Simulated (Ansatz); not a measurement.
Single points on FeMe2 (C2H6Fe).

```yaml
crystal:
  periodic: [false, false, false]
  atoms:
    - {symbol: Fe, position_ang: [0.058387, -0.098331, 0.000109]}
    - {symbol: C, position_ang: [0.002842, -0.002061, 2.025331]}
    - {symbol: H, position_ang: [-0.119544, 1.030644, 2.371946]}
    - {symbol: H, position_ang: [0.920968, -0.387027, 2.484474]}
    - {symbol: H, position_ang: [-0.830239, -0.580826, 2.442121]}
    - {symbol: C, position_ang: [0.002176, -0.006555, -2.025317]}
    - {symbol: H, position_ang: [-0.963890, -0.344166, -2.419783]}
    - {symbol: H, position_ang: [0.773797, -0.629058, -2.493115]}
    - {symbol: H, position_ang: [0.155502, 1.017380, -2.385755]}
basis:
  gaussian: {orbitals: def2-TZVP, initial_orbitals: start.molden}
magnetization: {spin_polarized: true, initial_magnetization: 4}
hamiltonian: {xc: pbe}
correlation: {method: rpa}
scf: {omitted_lower_state_checks: [starts]}
```

The file start.molden holds the orbitals of an earlier run on this structure, at another level or in another basis.

```sh
$ ansatz run in.yaml --threads 2 --pin off --events-out ev --progress --plain --max-ram 4352MiB
```

Output, abridged:

```
Functional definition: PBE
1133 factors; integrals over basis functions are off by at most 1.2e-3 eV
mean field evaluation 1: about -36549.3153 eV, gradient 6.3e0 eV
mean field evaluation 2: about -36549.5117 eV, gradient 6.0e-1 eV
mean field evaluation 4: about -36549.5097 eV, gradient 1.8e-2 eV
mean field evaluation 8: about -36549.5098 eV, gradient 2.2e-4 eV
mean field -36549.50975725 eV, -1343.1697094316 hartree, gradient 2.9e-6 eV, S^2 6.013748; 0 other end points of the search recorded, 0 dependent functions left out
7 core orbitals not correlated: weight in the atoms' cores, before any rotation towards them, 1.000 or more for the frozen orbitals, at most 0.000 for the correlated occupied ones
reference -36506.22867769 eV, -1341.5791590947 hartree; 17, 13 occupied and 119, 123 virtual orbitals, 1133 factors
Total energy: -36540.95279207 eV, -1342.8552467614 hartree
Checks for a lower state left out: starts
```

It took 17 s on 2 threads of Arm Neoverse V1 on a shared host.

The first input with `gaussian: {orbitals: def2-TZVPD, initial_orbitals: start.molden}`, `hamiltonian: {xc: pbe0, dispersion: d4}`, `output: {orbitals: {seedname: orbitals}}` and without the key `correlation` (abridged; 16 s):

```
Functional definition: PBE0
mean field -36550.51505315 eV, -1343.2066533742 hartree, gradient 7.8e-6 eV, S^2 6.020422
Total energy: -36550.61401327 eV, -1343.2102900917 hartree
Checks for a lower state left out: starts
```

As the first input, with `hamiltonian: {xc: pbe, dispersion: d4}`, `output: {forces: true, orbitals: {seedname: orbitals}}` and without the key `correlation` (abridged; 26 s):

```
Functional definition: PBE
mean field evaluation 16: about -36549.5098 eV, gradient 2.0e-5 eV
mean field -36549.50984192 eV, -1343.1697125430 hartree, gradient 1.6e-9 eV, S^2 6.013748
Total energy: -36549.62818245 eV, -1343.1740614772 hartree
Atom 0 force     0.122710    -0.209867     0.000372 eV/Å
Atom 1 force    -0.069439     0.098582    -0.353026 eV/Å
Atom 2 force    -0.032509     0.231968     0.074561 eV/Å
Atom 3 force     0.230678    -0.097988     0.036004 eV/Å
Atom 4 force    -0.190590    -0.127631     0.047036 eV/Å
Atom 5 force    -0.073896     0.104264     0.352261 eV/Å
Atom 6 force    -0.214006    -0.068401    -0.050125 eV/Å
Atom 7 force     0.198754    -0.160156    -0.035946 eV/Å
Atom 8 force     0.028298     0.229230    -0.071138 eV/Å
Dipole moment:     0.026706    -0.044630     0.000035 e Å
Checks for a lower state left out: starts
```

First input, but with `hamiltonian: {xc: {name: LC-wPBE}}`, `output: {orbitals: {seedname: orbitals}}` and without the key `correlation` (abridged; 11 s):

```
Functional definition: LC-wPBE
mean field -36552.76151356 eV, -1343.2892092717 hartree, gradient 9.8e-6 eV, S^2 6.012941
Total energy: -36552.76151357 eV, -1343.2892092720 hartree
Checks for a lower state left out: starts
```

As the first input, with `hamiltonian: {xc: {name: BHLYP}, dispersion: d4}`, `output: {orbitals: {seedname: orbitals}}` and without the key `correlation` (abridged; 18 s):

```
Functional definition: BHLYP
mean field -36557.05650117 eV, -1343.4470471551 hartree, gradient 4.4e-6 eV, S^2 6.020394
Total energy: -36557.20541033 eV, -1343.4525194659 hartree
Checks for a lower state left out: starts
```

As the first input, with `correlation: {method: ccsd_t}`, `scf: {omitted_lower_state_checks: [starts, cluster_reference]}`, `output: {orbitals: {seedname: orbitals}}` and without the key `hamiltonian` (abridged; 2.7 min):

```
Functional definition: HF
mean field -36508.73610761 eV, -1341.6713054447 hartree, gradient 1.0e-6 eV, S^2 6.034195
7 core orbitals not correlated: weight in the atoms' cores, before any rotation towards them, 1.000 or more for the frozen orbitals, at most 0.000 for the correlated occupied ones
second order -21.34239153 eV of doubles, -0.00000000 eV of singles
cycle   1  -21.34271619 eV  change   -3.2e-4 eV  update   1.1e-1
cycle   2  -21.90548905 eV  change   -5.6e-1 eV  update   3.5e-2
cycle   3  -22.05103256 eV  change   -1.5e-1 eV  update   2.4e-2
cycle   4  -22.05430611 eV  change   -3.3e-3 eV  update   1.2e-2
cycle   5  -22.05771951 eV  change   -3.4e-3 eV  update   7.0e-3
cycle   6  -22.06525588 eV  change   -7.5e-3 eV  update   3.6e-3
cycle   7  -22.06724617 eV  change   -2.0e-3 eV  update   1.6e-3
cycle   8  -22.06777432 eV  change   -5.3e-4 eV  update   7.2e-4
cycle   9  -22.06800613 eV  change   -2.3e-4 eV  update   3.1e-4
cycle  10  -22.06774498 eV  change    2.6e-4 eV  update   1.7e-4
cycle  11  -22.06783558 eV  change   -9.1e-5 eV  update   1.2e-4
cycle  12  -22.06792490 eV  change   -8.9e-5 eV  update   9.0e-5
cycle  13  -22.06791238 eV  change    1.3e-5 eV  update   7.6e-5
cycle  14  -22.06791374 eV  change   -1.4e-6 eV  update   6.8e-5
cycle  15  -22.06788280 eV  change    3.1e-5 eV  update   6.2e-5
cycle  16  -22.06787542 eV  change    7.4e-6 eV  update   5.7e-5
cycle  17  -22.06792051 eV  change   -4.5e-5 eV  update   5.0e-5
cycle  18  -22.06792596 eV  change   -5.5e-6 eV  update   3.4e-5
perturbative correction -0.66410575 eV, -0.0244054360 hartree
Total energy: -36531.46813932 eV, -1342.5066922017 hartree
Checks for a lower state left out: starts, cluster_reference
```

The first input with `gaussian: {orbitals: def2-SVP, initial_orbitals: start.molden}`, `hamiltonian: {xc: pbe0, dispersion: d4}`, `output: {orbitals: {seedname: orbitals}}` and without the key `correlation` (abridged; 9 s):

```
Functional definition: PBE0
mean field -36543.27593710 eV, -1342.9406207663 hartree, gradient 9.9e-6 eV, S^2 6.018718
Total energy: -36543.37488899 eV, -1342.9442571811 hartree
Checks for a lower state left out: starts
```

Geometry: PBE0-D4/def2-TZVP.

LC-ωPBE has ω = 0.4 bohr⁻¹. Correlated methods freeze 7 core orbitals; core or outer-core shells of Fe are correlated, in sets that lack core-valence functions.
